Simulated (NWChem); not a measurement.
Species: C2H7FOSi; SMILES CO[Si@H](C)F

```xyz
12

C     -0.0504     2.0387     0.4943
O      0.0967     1.1332    -0.5648
Si     0.0872    -0.5132    -0.4657
C     -1.4414    -1.1814     0.3523
F      1.3583    -0.9950     0.4321
H      0.7595     1.9357     1.2374
H     -1.0163     1.9153     1.0175
H     -0.0146     3.0621     0.0915
H      0.2912    -1.0006    -1.8495
H     -1.4136    -2.2818     0.3781
H     -2.3462    -0.8746    -0.1950
H     -1.5286    -0.8253     1.3907
```
Atoms are numbered in this order, from 1.

Results from NWChem. The geometry was optimised at PBE0/def2-SVP. No frequency run checked for a minimum. Total energies compare along this basis series because the functional is fixed.

```json
[
 {"level": "Hartree-Fock/def2-SVP", "basis functions": "109", "energy (Ha)": "-542.8677", "highest occupied level (eV)": "-12.14", "orbital gap (eV)": "16.52", "dipole (D)": "2.22", "relative time": "1"},
 {"level": "Hartree-Fock/def2-SVPD", "basis functions": "166", "energy (Ha)": "-542.8865", "highest occupied level (eV)": "-12.18", "orbital gap (eV)": "14.62", "dipole (D)": "2.16", "relative time": "4"},
 {"level": "Hartree-Fock/def2-TZVP", "basis functions": "203", "energy (Ha)": "-543.2882", "highest occupied level (eV)": "-12.13", "orbital gap (eV)": "15.66", "dipole (D)": "2.10", "relative time": "4"},
 {"level": "Hartree-Fock/def2-TZVPP", "basis functions": "264", "energy (Ha)": "-543.2907", "highest occupied level (eV)": "-12.13", "orbital gap (eV)": "15.67", "dipole (D)": "2.09", "relative time": "10"}
]
```

Times are rough ratios from one shared machine.
